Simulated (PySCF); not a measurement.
## He⁺ (helium, charge +1): r2SCAN0 calculation

Configuration: 2p1, 2P determinant (an excited configuration). Calculation: PySCF 2.14, in dyall-acv3z (10s3p2d, 29 functions); scalar relativity by spin-free X2C-1e.

```json
{
  "Total energy": "-0.4954 hartree",
  "One-electron energy": "-0.4796 hartree",
  "Hartree (Coulomb) energy": "0.2282 hartree",
  "Exchange-correlation energy": "-0.2440 hartree",
  "⟨S²⟩": "0.7500",
  "⟨L²⟩": "2.000",
  "Sum of ⟨r⟩": "2.130 bohr",
  "Sum of ⟨r²⟩": "5.177 bohr²",
  "Traceless quadrupole moment −½Σ⟨3z² − r²⟩ along its main axis": "-2.07 e·bohr²",
  "Langevin diamagnetic susceptibility": "-4.10 ×10⁻⁶ cm³/mol"
}
```

```
shell  electrons  mean orbital energy (eV)  rms radius, mean of both spins (bohr)
 2p α          1                   -10.553                                   2.28
```

For one electron the Hartree and exchange-correlation energies should cancel; what remains is the self-interaction error. The outer electron is Rydberg-like, and this basis confines it to a smaller radius and binds it less than a complete one would.
